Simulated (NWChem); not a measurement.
AlHF2; SMILES [F][AlH][F]

```xyz
4

Al     0.0000     0.0000    -0.4149
H      0.0000     0.0000    -1.9775
F     -1.4143     0.0000     0.4439
F      1.4143     0.0000     0.4439
```
Atoms are numbered in this order, from 1.

All runs: NWChem. Geometry optimised at PBE0/def2-SVP; all other runs use it. Pople sets run with spherical d functions. Vzz has the sign of the potential's second derivative.

```tsv
quantity	level	value
anisotropy (bohr³), static	PBE/6-31+G*	(withheld)
vertical, lowest excitation, singlet (eV)	LRC-wPBEh/def2-SVP, TDA	8.03
charge (e), ESP Al1	Hartree-Fock/6-31G*	(withheld)
Vzz Al1 (a.u.)	PBE0/6-31G*	0.898
dipole (D)	PBE0/def2-SVP	(withheld)
highest harmonic frequency (cm⁻¹)	PBE0/def2-SVP	2049
```

Question: Fill in the missing entries.

Answer: 
- anisotropy (bohr³), static, value: 5.2
- charge (e), ESP Al1, value: 1.31
- dipole (D), value: 1.39
